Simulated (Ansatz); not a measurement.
# What each rung costs, and what it gives

Saddle point of Si4H13ClO, singlet (Si₄H₁₀ ([SiH3][SiH]([SiH3])[SiH3]) + HCl + H₂O → Si₃H₇Cl ([SiH3][SiH]([SiH3])[Cl]) + SiH₄ + H₂O; bonds formed: Si1–Cl7, Si2–H8, H6–O9; bonds broken: Si1–Si2, H6–Cl7, H8–O9), PBE0-D4/def2-TZVP structure:

```csv
atom,x (Å),y (Å),z (Å)
Si1,-0.6757,-0.0384,-0.3644
Si2,1.3882,0.8397,-1.4058
Si3,-1.8758,0.7051,1.5012
Si4,-0.6984,-2.2291,-1.1574
H5,-1.2285,0.8738,-1.4452
H6,1.3419,0.2547,1.7858
Cl7,0.9437,-1.5292,1.4377
H8,0.7935,0.8882,0.2991
O9,1.3346,1.2519,1.5440
H10,1.0595,0.1214,-2.6592
H11,1.3180,2.3091,-1.5981
H12,2.7239,0.4308,-0.9117
H13,-3.2467,0.1548,1.3147
H14,-1.3147,0.2655,2.7948
H15,-1.9502,2.1885,1.4306
H16,-1.5537,-2.2608,-2.3821
H17,-1.2854,-3.1242,-0.1353
H18,0.6728,-2.6412,-1.5392
H19,2.2532,1.5395,1.4904
```

Barriers are electronic and count from the start structure reached by relaxing down the imaginary mode.

Computed with Ansatz 0.2.0 (basis: as named in each row); correlated methods freeze the cores. B3LYP uses VWN-RPA correlation. Extrapolation: Hartree–Fock as exp(−7.88 √X), correlation as X^−2.97.

Times are rough, for one single point on 4 threads of a shared host (AMD EPYC 7R13), with one NVIDIA H100 (or a share of it) where marked.

The estimate by CCSD(T) at an estimated basis limit (MP2 extrapolated from triple and quadruple zeta, plus CCSD(T) − MP2 in triple zeta) is 1.928 eV.

```csv
method,basis,time (s),barrier (eV),method less estimate
HF,STO-3G,under 1,3.537,1.610
PBE-D4,STO-3G,1,1.507,-0.421
SPW92,def2-SVP,1,1.169,-0.758
PBE-D4,def2-SVP,2,1.545,-0.383
B3LYP-D4,6-31G,2,2.017,0.089
SPW92,def2-TZVPP,3 (H100),1.120,-0.808
PBE0-D4,def2-SVP,3,1.793,-0.134
CCSD(T),def2-SVP,3 (H100),2.384,0.456
BLYP-D4,def2-TZVPP,3 (H100),1.670,-0.258
PBE-D4,def2-TZVPP,4 (H100),1.504,-0.424
B3LYP-D4,def2-TZVPP,4 (H100),1.853,-0.075
BHLYP-D4,def2-TZVPP,4 (H100),2.106,0.178
CAM-B3LYP-D4,def2-TZVPP,4 (H100),1.960,0.032
r2SCAN0-D4,def2-TZVPP,5 (H100),1.791,-0.136
PBE0-D4,def2-TZVPP,5 (H100),1.730,-0.198
r2SCAN-D4,def2-TZVPP,6 (H100),1.620,-0.308
B97M-V,def2-TZVPP,6 (H100),1.895,-0.033
wB97X-V,def2-TZVPP,6 (H100),1.970,0.043
wB97M-V,def2-TZVPP,6 (H100),1.859,-0.069
PBE-QIDH,def2-TZVPP,6 (H100),1.883,-0.045
B2PLYP,def2-TZVPP,6 (H100),1.965,0.037
RPA on PBE,def2-TZVPP,6 (H100),2.060,0.132
MP2,def2-QZVPP,8 (H100),1.834,-0.094
wB97M-V,def2-SVP,10,1.935,0.008
CCSD(T),def2-TZVPP,27 (H100),2.050,0.123
```

All methods are single points on the PBE0-D4 structures.

T1 diagnostic: at most 0.014.

Labels in which every atom is bracketed show which atoms are joined, not bond orders.
